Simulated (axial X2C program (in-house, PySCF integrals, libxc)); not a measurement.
**Working with the constants of MgI⁻**

A bond curve at the CCSD(T) level, 2c, was computed with an axial X2C code built on PySCF integrals (basis I dyall-acv3z [12s13p9d5f1g], Mg dyall-av3z [10s9p6d4f] (cores contracted in-house)) for the state Ω = 0 (closed shell). Its fit gives Re = 2.9062 Å, ωe = 166.2 cm⁻¹, ωexe = 1.34 cm⁻¹ and αe = 1.055e-03 cm⁻¹; the masses are 126.9045 and 23.9850 u. Two-component means X2C with spin–orbit coupling and atomic mean-field Coulomb and Gaunt terms.

Correlated methods: 10 electrons correlated (number of frozen shells: I 4 s, 3 p, 2 d; Mg 2 s, 1 p), 354 virtual spin orbitals or spinors in MP2, 90 natural virtuals in coupled cluster.

Task: Find the reduced mass, Be and the force constant.

Result: From the CCSD(T) values: μ = 20.1724 u. Be = 16.8576/(μ Re²) = 0.09894 cm⁻¹. k = 5.8918×10⁻⁷ μ ωe² = 0.328 mdyn/Å.

Task: Estimate De from a Morse curve and compare with the computed well depth of 0.764 eV to I- + Mg.

Result: De(Morse) = ωe²/(4ωexe) = 0.639 eV against 0.764 eV computed, a ratio of 0.84. The extrapolation falls short: long-range attraction (ionic or ion–induced dipole) or a change of character along the curve can cause this.

Task: Estimate the centrifugal constant by the Kratzer relation.

Result: D = 4Be³/ωe² = 1.40e-07 cm⁻¹.

Task: Where do the fundamental and the first overtone lie?

Result: ν(1←0) = ωe − 2ωexe = 163.5 cm⁻¹; ν(2←0) = 2ωe − 6ωexe = 324.4 cm⁻¹.

Task: Give B0, the J = 1←0 line in GHz and the most populated J at 300 K (kT = 208.5 cm⁻¹).

Result: B0 = Be − αe/2 = 0.09842 cm⁻¹; 2B0 = 5.901 GHz; J(max) ≈ √(kT/2B0) − 1/2 = 32.0, so J = 32.

The state is one determinant whose occupation by symmetry is held fixed; it was picked as the lowest of a PBE0 search that is not exhaustive. De is counted from the lowest determinant-based energies of the atoms at the same level, without counterpoise correction. Coupled cluster ran in a truncated set of natural virtual spinors; the MP2 energy of the rest was added. (T) has no such correction and the atoms are truncated less, which lowers De at CCSD(T) by a hundredth of an eV or more.
